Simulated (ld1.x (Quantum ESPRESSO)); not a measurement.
## Building the ultrasoft potential for neodymium (PBE, fully relativistic).

Input for ld1.x (Quantum ESPRESSO) 7.5:

```
&input
   title='Nd', zed=60., rel=2, dft='PBE', iswitch=3,
   config='[Xe] 4f4 5d0 6s1.5 6p0.5', rel_dist='average',
   nld=7, rlderiv=4.10, eminld=-5.0, emaxld=5.0, deld=0.02
 /
 &inputp
   pseudotype=3, tm=.true., lloc=-1, rcloc=3.10,
   nlcc=.false.,
   which_augfun='PSQ', rmatch_augfun=1.70,
   file_pseudopw='Nd.UPF', file_wfcaegen='ae.wfc', file_wfcncgen='nc.wfc', file_beta='beta', file_chi='chi', file_wfcusgen='us.wfc'
 /
8
5S  1  0   2.00   0.00  1.90  2.15  0.0
6S  2  0   1.50   0.00  1.90  2.15  0.0
5P  2  1   6.00   0.00  2.80  3.15  0.0
6P  3  1   0.50   0.00  2.80  3.15  0.0
5D  3  2   0.00   0.00  2.75  3.80  0.0
5D  3  2   0.00   1.70  2.75  3.80  0.0
4F  4  3   4.00   0.00  1.55  1.90  0.0
4F  4  3   0.00   3.00  1.55  1.90  0.0
 &test
   configts(1)='4f4 5s2 5p6 5d0 6s1.5 6p0.5'
 /
```

Command:

```bash
ld1.x < Nd.in > Nd.out
```

Output (shortened: banner, matrices, multipoles, cross overlaps and the repeated all-electron block are left out):

```
Program LD1 v.7.5
     --------------------------- All-electron run ----------------------------

     Nd
     dirac relativistic calculation

     atomic number is 60.00
     dft =PBE   lsd =0 sic =0 latt =0  beta=0.20 tr2=1.0E-14
     Exchange-correlation= PBE
                           (   1   4   3   4   0   0   0)
     mesh =1257 r(mesh) = 100.04854 a.u. xmin = -7.00 dx = 0.01250
     1 Ry =  13.60569312 eV, c = 137.03599908

     n l j   nl                  e(Ry)          e(Ha)          e(eV)
     Spin orbit split results
     1 0 0.5 1S 1( 2.00)     -3187.1904     -1593.5952    -43363.9344
     2 0 0.5 2S 1( 2.00)      -515.3088      -257.6544     -7011.1328
     2 1 0.5 2P 1( 2.00)      -487.4832      -243.7416     -6632.5469
     2 1 1.5 2P 1( 4.00)      -449.2579      -224.6290     -6112.4657
     3 0 0.5 3S 1( 2.00)      -111.8320       -55.9160     -1521.5522
     3 1 0.5 3P 1( 2.00)       -99.9572       -49.9786     -1359.9870
     3 1 1.5 3P 1( 4.00)       -92.3262       -46.1631     -1256.1614
     4 0 0.5 4S 1( 2.00)       -22.2748       -11.1374      -303.0637
     4 1 0.5 4P 1( 2.00)       -17.7943        -8.8972      -242.1039
     4 1 1.5 4P 1( 4.00)       -16.1400        -8.0700      -219.5959
     3 2 1.5 3D 1( 4.00)       -71.6624       -35.8312      -975.0165
     3 2 2.5 3D 1( 6.00)       -70.0130       -35.0065      -952.5753
     5 0 0.5 5S 1( 2.00)        -3.0157        -1.5079       -41.0311
     5 1 0.5 5P 1( 2.00)        -1.8239        -0.9120       -24.8155
     5 1 1.5 5P 1( 4.00)        -1.6017        -0.8009       -21.7927
     4 2 1.5 4D 1( 4.00)        -8.7810        -4.3905      -119.4717
     4 2 2.5 4D 1( 6.00)        -8.4888        -4.2444      -115.4953
     4 3 2.5 4F 1( 1.71)        -0.1895        -0.0948        -2.5784
     4 3 3.5 4F 1( 2.29)        -0.1599        -0.0799        -2.1751
     5 2 1.5 5D 1( 0.00)        -0.1832        -0.0916        -2.4923
     5 2 2.5 5D 1( 0.00)        -0.1702        -0.0851        -2.3159
     6 0 0.5 6S 1( 1.50)        -0.2828        -0.1414        -3.8473
     6 1 0.5 6P 1( 0.17)        -0.1209        -0.0604        -1.6445
     6 1 1.5 6P 1( 0.33)        -0.1078        -0.0539        -1.4672
     Averaged results
     1 0     1S 1( 2.00)     -3187.1904     -1593.5952    -43363.9344
     2 0     2S 1( 2.00)      -515.3088      -257.6544     -7011.1328
     2 1     2P 1( 6.00)      -461.9997      -230.9998     -6285.8261
     3 0     3S 1( 2.00)      -111.8320       -55.9160     -1521.5522
     3 1     3P 1( 6.00)       -94.8698       -47.4349     -1290.7699
     4 0     4S 1( 2.00)       -22.2748       -11.1374      -303.0637
     4 1     4P 1( 6.00)       -16.6914        -8.3457      -227.0986
     3 2     3D 1(10.00)       -70.6728       -35.3364      -961.5518
     5 0     5S 1( 2.00)        -3.0157        -1.5079       -41.0311
     5 1     5P 1( 6.00)        -1.6758        -0.8379       -22.8003
     4 2     4D 1(10.00)        -8.6057        -4.3028      -117.0859
     4 3     4F 1( 4.00)        -0.1726        -0.0863        -2.3479
     5 2     5D 1( 0.00)        -0.1754        -0.0877        -2.3864
     6 0     6S 1( 1.50)        -0.2828        -0.1414        -3.8473
     6 1     6P 1( 0.50)        -0.1122        -0.0561        -1.5263

     final scf error:  9.3E-15 reached in  35 iterations

     Etot =  -19259.674814 Ry,   -9629.837407 Ha, -262041.225171 eV

     Ekin =   20772.310178 Ry,   10386.155089 Ha,  282621.677742 eV
     Encl =  -47057.566151 Ry,  -23528.783076 Ha, -640250.804171 eV
     Eh   =    7471.761955 Ry,    3735.880977 Ha,  101658.500242 eV
     Exc  =    -446.180796 Ry,    -223.090398 Ha,   -6070.598984 eV

     normalization and overlap integrals

     s(1S/1S) =  1.000000  <r> =   0.0236  <r2> =    0.0008  r(max) =   0.0151
     s(2S/2S) =  1.000000  <r> =   0.1005  <r2> =    0.0120  r(max) =   0.0857
     s(2P/2P) =  1.000000  <r> =   0.0842  <r2> =    0.0088  r(max) =   0.0651
     s(2P/2P) =  1.000000  <r> =   0.0906  <r2> =    0.0100  r(max) =   0.0702
     s(3S/3S) =  1.000000  <r> =   0.2659  <r2> =    0.0809  r(max) =   0.2449
     s(3P/3P) =  1.000000  <r> =   0.2556  <r2> =    0.0760  r(max) =   0.2301
     s(3P/3P) =  1.000000  <r> =   0.2681  <r2> =    0.0833  r(max) =   0.2419
     s(4S/4S) =  1.000000  <r> =   0.6073  <r2> =    0.4163  r(max) =   0.5659
     s(4P/4P) =  1.000000  <r> =   0.6237  <r2> =    0.4427  r(max) =   0.5730
     s(4P/4P) =  1.000000  <r> =   0.6519  <r2> =    0.4834  r(max) =   0.5949
     s(3D/3D) =  1.000000  <r> =   0.2394  <r2> =    0.0676  r(max) =   0.1956
     s(3D/3D) =  1.000000  <r> =   0.2433  <r2> =    0.0697  r(max) =   0.1980
     s(5S/5S) =  1.000000  <r> =   1.4736  <r2> =    2.4431  r(max) =   1.3240
     s(5P/5P) =  1.000000  <r> =   1.6652  <r2> =    3.1500  r(max) =   1.4451
     s(5P/5P) =  1.000000  <r> =   1.7567  <r2> =    3.5094  r(max) =   1.5192
     s(4D/4D) =  1.000000  <r> =   0.7013  <r2> =    0.5711  r(max) =   0.6176
     s(4D/4D) =  1.000000  <r> =   0.7114  <r2> =    0.5876  r(max) =   0.6254
     s(4F/4F) =  1.000000  <r> =   1.1106  <r2> =    1.7551  r(max) =   0.6575
     s(4F/4F) =  1.000000  <r> =   1.1346  <r2> =    1.8551  r(max) =   0.6657
     s(5D/5D) =  1.000000  <r> =   3.1660  <r2> =   12.4055  r(max) =   2.1829
     s(5D/5D) =  1.000000  <r> =   3.2677  <r2> =   13.2382  r(max) =   2.2382
     s(6S/6S) =  1.000000  <r> =   4.3940  <r2> =   21.8948  r(max) =   3.7835
     s(6P/6P) =  1.000000  <r> =   5.8148  <r2> =   38.7443  r(max) =   4.8581
     s(6P/6P) =  1.000000  <r> =   6.1218  <r2> =   42.9312  r(max) =   5.1072

     ------------------------ End of All-electron run ------------------------

     --------------------- Generating US pseudopotential ---------------------

      Generating local potential from pseudized AE potential:
      Matching radius rcloc =   3.1000

      Local pseudo, rcloc= 3.098 Estimated cut-off energy=     2.58 Ry

     Fully relativistic calculation: |psi|^2

     Wfc 5S LC norm =  0.99978011 SC norm =  0.00021988 missing  0.00000000

     Wfc 6S LC norm =  0.99997592 SC norm =  0.00002290 missing  0.00000118

     Wfc 5P LC norm =  0.99982786 SC norm =  0.00017214 missing  0.00000001

     Wfc 5P LC norm =  0.99984453 SC norm =  0.00015544 missing  0.00000003

     Wfc 6P LC norm =  0.99998701 SC norm =  0.00001286 missing  0.00000013

     Wfc 6P LC norm =  0.99998819 SC norm =  0.00000996 missing  0.00000184

     Wfc 5D LC norm =  0.99994829 SC norm =  0.00005170 missing  0.00000001

     Wfc 5D LC norm =  0.99995136 SC norm =  0.00004708 missing  0.00000157

     Wfc 4F LC norm =  0.99962961 SC norm =  0.00037039 missing  0.00000000

     Wfc 4F LC norm =  0.99963772 SC norm =  0.00036219 missing  0.00000009
      Wfc-us  5S rcutus= 2.129  Estimated cut-off energy=    11.83 Ry
      Wfc-us  6S rcutus= 2.129  Estimated cut-off energy=    22.93 Ry
      Wfc-us  5P rcutus= 3.176  Estimated cut-off energy=     8.76 Ry
      Wfc-us  5P rcutus= 3.176  Estimated cut-off energy=     8.66 Ry
      Wfc-us  6P rcutus= 3.176  Estimated cut-off energy=    16.41 Ry
      Wfc-us  6P rcutus= 3.176  Estimated cut-off energy=    16.24 Ry
      Wfc-us  5D rcutus= 3.784  Estimated cut-off energy=     8.06 Ry
      Wfc-us  5D rcutus= 3.784  Estimated cut-off energy=     8.04 Ry
      Wfc-us  5D rcutus= 3.784  Estimated cut-off energy=     8.21 Ry
      Wfc-us  5D rcutus= 3.784  Estimated cut-off energy=     8.14 Ry
      Wfc-us  4F rcutus= 1.879  Estimated cut-off energy=    45.10 Ry
      Wfc-us  4F rcutus= 1.879  Estimated cut-off energy=    45.05 Ry
      Wfc-us  4F rcutus= 1.879  Estimated cut-off energy=    41.33 Ry
      Wfc-us  4F rcutus= 1.879  Estimated cut-off energy=    41.27 Ry

     Q pseudized with Bessel functions
     Expected ecutrho=     210.8067 due to l1=  3   l2=  3

     ------------------- End of pseudopotential generation -------------------

     Computing logarithmic derivative in   4.10385
     Computing logarithmic derivative in   4.10385
     Computing the partial wave expansion
     R is outside the sphere for l=    0 j= 0.50
     R is outside the sphere for l=    0 j= 0.50
     R is outside the sphere for l=    1 j= 0.50
     R is outside the sphere for l=    1 j= 0.50
     R is outside the sphere for l=    1 j= 1.50
     R is outside the sphere for l=    1 j= 1.50
     R is outside the sphere for l=    2 j= 1.50
     R is outside the sphere for l=    2 j= 1.50
     R is outside the sphere for l=    2 j= 2.50
     R is outside the sphere for l=    2 j= 2.50
     R is outside the sphere for l=    3 j= 2.50
     R is outside the sphere for l=    3 j= 2.50
     R is outside the sphere for l=    3 j= 3.50
     R is outside the sphere for l=    3 j= 3.50

     ---------------------- Testing the pseudopotential ----------------------

     Nd
     dirac relativistic calculation

     atomic number is 60.00   valence charge is 14.00
     dft =PBE   lsd =0 sic =0 latt =0  beta=0.20 tr2=1.0E-14
     mesh =1257 r(mesh) = 100.04854 xmin = -7.00 dx = 0.01250

     n l  j  nl             e AE (Ry)       e PS (Ry)    De AE-PS (Ry)
     4 3 2.5 4F   1( 1.71)       -0.18951       -0.18951       -0.00000
     4 3 3.5 4F   1( 2.29)       -0.15986       -0.15986       -0.00000
     1 0 0.5 5S   1( 2.00)       -3.01573       -3.01573        0.00000
     2 1 0.5 5P   1( 2.00)       -1.82391       -1.82391        0.00000
     2 1 1.5 5P   1( 4.00)       -1.60174       -1.60174        0.00000
     3 2 1.5 5D   1( 0.00)       -0.18318       -0.18318        0.00000
     3 2 2.5 5D   1( 0.00)       -0.17021       -0.17021        0.00000
     2 0 0.5 6S   1( 1.50)       -0.28277       -0.28277       -0.00000
     3 1 0.5 6P   1( 0.17)       -0.12087       -0.12087       -0.00000
     3 1 1.5 6P   1( 0.33)       -0.10784       -0.10784        0.00000

     eps = 6.6E-15  iter =  6

     Etot =  -19259.674814 Ry,   -9629.837407 Ha, -262041.225171 eV
     Etotps =  -111.227475 Ry,     -55.613737 Ha,   -1513.326885 eV

     Ekin =      22.823548 Ry,      11.411774 Ha,     310.530191 eV
     Encl =    -218.154558 Ry,    -109.077279 Ha,   -2968.143969 eV
     Ehrt =      98.002908 Ry,      49.001454 Ha,    1333.397494 eV
     Ecxc =     -13.419187 Ry,      -6.709593 Ha,    -182.577335 eV
     Epseu=      -0.480186 Ry,      -0.240093 Ha,      -6.533265 eV

     ---------------------- End of pseudopotential test ----------------------
```

A Bessel basis up to 400 Ry misses an occupied level by 0.02 Ry, so cutoffs and ghosts were not judged. Its overlap operator is not positive definite in a basis up to 400 Ry (lowest eigenvalue p3/2 -0.01), so the file is unfit for use: the generalised eigenproblem breaks down once the basis is large enough, and its test numbers describe a broken file.

Generation and configuration tests took about 6.6 s on one core of a shared server CPU.

Transferability test of the new file with ld1.x, input:

```
&input
   title='Nd', zed=60., rel=2, dft='PBE', iswitch=2,
   config='[Xe] 4f4 5d0 6s1.5 6p0.5', rel_dist='average'
 /
 &test
   file_pseudo='Nd.UPF', nconf=8,
   configts(1)='4f4 5s2 5p6 5d0 6s1.5 6p0.5',
   configts(2)='4f4 5s2 5p6 5d0 6s2 6p0',
   configts(3)='4f4 5s2 5p6 5d0 6s1 6p0',
   configts(4)='4f4 5s2 5p6 5d0 6s0 6p0',
   configts(5)='4f4 5s2 5p5 5d0 6s2 6p0',
   configts(6)='4f4 5s1 5p6 5d0 6s2 6p0',
   configts(7)='4f4 5s2 5p6 5d1 6s1 6p0',
   configts(8)='4f4 5s2 5p6 5d0 6s0 6p2'
 /
```

```bash
ld1.x < Nd.test.in > Nd.test.out
```

Pseudopotential blocks of its output, shortened (energy terms left out):

```
     ---------------------- Testing the pseudopotential ----------------------

     n l  j  nl             e AE (Ry)       e PS (Ry)    De AE-PS (Ry)
     4 3 2.5 4F   1( 1.71)       -0.18951       -0.18951       -0.00000
     4 3 3.5 4F   1( 2.29)       -0.15986       -0.15986       -0.00000
     1 0 0.5 5S   1( 2.00)       -3.01573       -3.01573        0.00000
     2 1 0.5 5P   1( 2.00)       -1.82391       -1.82391        0.00000
     2 1 1.5 5P   1( 4.00)       -1.60174       -1.60174        0.00000
     3 2 1.5 5D   1( 0.00)       -0.18318       -0.18318        0.00000
     3 2 2.5 5D   1( 0.00)       -0.17021       -0.17021        0.00000
     2 0 0.5 6S   1( 1.50)       -0.28277       -0.28277       -0.00000
     3 1 0.5 6P   1( 0.17)       -0.12087       -0.12087       -0.00000
     3 1 1.5 6P   1( 0.33)       -0.10784       -0.10784        0.00000

     eps = 6.6E-15  iter =  6

     Etot =  -19259.674814 Ry,   -9629.837407 Ha, -262041.225171 eV
     Etotps =  -111.227475 Ry,     -55.613737 Ha,   -1513.326885 eV

     ---------------------- End of pseudopotential test ----------------------
```

The test run then stopped with an error in chargeps: “negative rho”.
